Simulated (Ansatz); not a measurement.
Geometry optimisation, UKS B3LYP/def2-SVP in Ansatz 0.2.0.

input.yaml

```yaml
crystal:
  periodic: [false, false, false]
  atoms:
    - { symbol: In, position_ang: [0.0, 0.0, -0.353512] }
    - { symbol: Cl, position_ang: [0.0, 0.0, 3.284241] }
    - { symbol: Cl, position_ang: [2.155368, 0.0, -1.469192] }
    - { symbol: Cl, position_ang: [-2.155368, 0.0, -1.469192] }
    - { symbol: H, position_ang: [0.0, 0.0, 4.617656] }
magnetization:
  spin_polarized: true
  initial_magnetization: 1
basis:
  gaussian: { orbitals: def2-SVP }
hamiltonian:
  xc: b3lyp
relax:
  f_tol: 0.03
  max_steps: 50
```

Command:

```bash
$ ansatz run input.yaml --threads 2 --pin off --max-ram 3072MiB --backend cpu --events-out ev --progress --plain --runs-dir out
```

**Question.** Where does it end, and by what steps?

**Answer.** The run converged. After 3 steps the energy has fallen by 0.033 eV; Cl3 moved furthest, 0.10 Å.

```tsv
step	energy less start (eV)	largest force component (eV/Å)	accepted
0	0.0000	1.129	yes
1	-0.0279	0.464	yes
2	-0.0329	0.104	yes
3	-0.0335	0.004	yes
```

```xyz
5
Properties=species:S:1:pos:R:3
In 0.000 0.000 -0.322
Cl 0.000 0.000 3.359
Cl 2.083 0.000 -1.539
Cl -2.083 0.000 -1.539
H 0.000 0.000 4.651
```

Whether the end is a true minimum wasn't checked by a vibrational analysis.

The run took 30 s on 2 threads of Intel(R) Xeon(R) Platinum 8259CL CPU @ 2.50GHz (Skylake/Cascade Lake), on a shared host, peak memory 0.31 GiB.
